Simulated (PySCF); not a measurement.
Isomers of C3H3F3O, mass 112.014 u with the commonest isotopes. Level of theory: PBE0-D3(BJ)/def2-SVP geometry optimisation, gas phase (PySCF). One conformer each, none proved a minimum here; rigid rotors.

Question: Order these by rotational constant A, smallest first.
A. `CC(=O)C(F)(F)F` (CF3C(O)CH3)
B. `[CH2:1]=[CH:2][O:3][C:4]([F:5])([F:6])[F:7]` with C1–C2–O3–C4 0°
C. `[O:1]=[CH:2][CH2:3][C:4]([F:5])([F:6])[F:7]` with O1–C2–C3–C4 -137° (3,3,3-trifluoropropanal)
D. 1,1,1-trifluoro-2,3-epoxypropane, `FC(F)(F)[C@@H]1CO1`

Answer: A (3679 MHz), D (4643 MHz), B (4933 MHz), C (5198 MHz).

Question: Order these by out-of-plane moment Σ m c² = (Ia + Ib − Ic)/2, largest first.
A. `[O:1]=[CH:2][CH2:3][C:4]([F:5])([F:6])[F:7]` with O1–C2–C3–C4 -137°
B. `FC(F)(F)[C@@H]1CO1` (1,1,1-trifluoro-2,3-epoxypropane)
C. `[CH2:1]=[CH:2][O:3][C:4]([F:5])([F:6])[F:7]` with C1–C2–O3–C4 0°
D. CF3C(O)CH3, `CC(=O)C(F)(F)F`

Answer: B (48.27 u·Å²), A (47.15 u·Å²), D (45.89 u·Å²), C (43.83 u·Å²).

Question: Order these by rotational constant B, largest first.
A. `[CH2:1]=[CH:2][O:3][C:4]([F:5])([F:6])[F:7]` with C1–C2–O3–C4 0°
B. `[O:1]=[CH:2][CH2:3][C:4]([F:5])([F:6])[F:7]` with O1–C2–C3–C4 -137°
C. CF3C(O)CH3 (`CC(=O)C(F)(F)F`)

Answer: C (2478 MHz), A (2158 MHz), B (1629 MHz).

| SMILES | point group | Ia (u·Å²) | Ib (u·Å²) | Ic (u·Å²) | κ | μa (D) | μb (D) | μc (D) |
| --- | --- | --- | --- | --- | --- | --- | --- | --- |
| CC(=O)C(F)(F)F | Cs | 137.36 | 203.98 | 249.54 | -0.45 | 1.04 | 2.26 | 0.00 |
| C=COC(F)(F)F | Cs | 102.44 | 234.22 | 249.00 | -0.91 | 1.72 | 0.12 | 0.00 |
| O=CCC(F)(F)F | C1 | 97.23 | 310.27 | 313.19 | -0.99 | 0.54 | 0.29 | 1.51 |
| FC(F)(F)[C@@H]1CO1 | C1 | 108.86 | 230.95 | 243.28 | -0.91 | 1.30 | 1.68 | 1.12 |
